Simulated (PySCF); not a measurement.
Isomers of C5H8BN. Level of theory: PBE0-D3(BJ)/def2-SVP geometry optimisation, gas phase in PySCF 2.14.0. One conformer each; no zero-point energy, no entropy. No frequencies were run at this level. Point groups hold within 0.08 Å.

**Question.** Order them by energy at this level, lowest first, and give relative energies in kcal/mol.
A. `c1ccc[n+]([BH3-])c1`
B. `[CH3:1][BH:2][n:3]1[cH:4][cH:5][cH:6][cH:7]1` with C1–B2–N3–C4 -178°

**Answer.** B (0.0), A (19.8).

```
           SMILES      E (Eh)  E rel (kcal/mol)  dipole (D)  point group     A, B, C (MHz)
        CBn1cccc1  -274.45364               0.0        0.67      near Cs  7314, 1940, 1548
[BH3-][n+]1ccccc1  -274.42207              19.8        6.65      near Cs  5697, 2548, 1787
```

**Question.** How do the relative energies change in single points at PBE0/pcSseg-1 (no added dispersion term) on the same geometries?

**Answer.** 
```csv
SMILES,PBE0-D3(BJ)/def2-SVP (kcal/mol),PBE0/pcSseg-1 (kcal/mol),shift
CBn1cccc1,0.0,0.0,0.0
[BH3-][n+]1ccccc1,19.8,20.4,+0.6
```

Each column counts from its own lowest isomer. The order is unchanged; the largest shift is 0.6 kcal/mol.
